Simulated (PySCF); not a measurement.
Start geometry of 3'-aminoacetophenone (`CC(=O)c1cccc(N)c1`) from GFN2-xTB (Å):
```
atom  x, y, z in Å
C1     3.0914   -0.2516   -0.0491
C2     1.8256   -0.6765    0.6563
O3     1.8577   -1.4286    1.6062
C4     0.5440   -0.1366    0.1365
C5     0.4598    0.7365   -0.9487
C6    -0.7802    1.1869   -1.3652
C7    -1.9365    0.7862   -0.7234
C8    -1.8725   -0.0857    0.3663
N9    -3.0073   -0.4362    1.0593
C10   -0.6223   -0.5375    0.7803
H11    3.2040    0.8291   -0.0007
H12    3.9441   -0.7244    0.4320
H13    3.0547   -0.5529   -1.0935
H14    1.3443    1.0653   -1.4693
H15   -0.8489    1.8615   -2.2063
H16   -2.8986    1.1476   -1.0580
H17   -3.8892   -0.3204    0.5892
H18   -2.9409   -1.2393    1.6622
H19   -0.5391   -1.2141    1.6182
```

Task: What comes out of this run: PBE0-D3(BJ)/def2-SVP geometry optimisation, gas phase in PySCF 2.14.0?

Result: 
```
atom  x, y, z in Å
C1     3.144   -0.267   -0.123
C2     1.868   -0.695    0.560
O3     1.894   -1.460    1.499
C4     0.569   -0.151    0.048
C5     0.492    0.722   -1.045
C6    -0.758    1.176   -1.459
C7    -1.916    0.777   -0.803
C8    -1.855   -0.098    0.298
N9    -2.995   -0.461    0.979
C10   -0.594   -0.553    0.707
H11    3.262    0.827   -0.085
H12    3.992   -0.745    0.382
H13    3.136   -0.558   -1.184
H14    1.391    1.045   -1.572
H15   -0.835    1.855   -2.312
H16   -2.888    1.147   -1.141
H17   -3.875   -0.369    0.491
H18   -2.934   -1.279    1.570
H19   -0.487   -1.234    1.555
```

The energy falls by 0.041 eV over 5 energy and gradient evaluations, the largest force component goes from 0.0089 to 3.2e-04 Eh/bohr, and the atoms move by 0.026 Å rms after alignment. Among the bonds, C2–C4, C1–H11, C1–H13, C5–H14, C7–H16 and C10–H19 change most and about equally (+0.013 to +0.014 Å). Bonds longer at the end by more than 0.005 Å: 13 of 19; shorter: 0. Rotational constants go from 2628, 957.2, 704.9 to 2609, 946.1, 697.7 MHz. The orientation of the end geometry is arbitrary; only internal coordinates are fixed.

The run used 185 basis functions and 38 SCF cycles in all. On Arm Neoverse V2, one thread, no GPU, shared host with 96 logical CPUs at a one-minute load of 27, this took 74 s wall and 0.91 GiB of memory at its peak.

No frequency check. The numbers are those of one conformer.
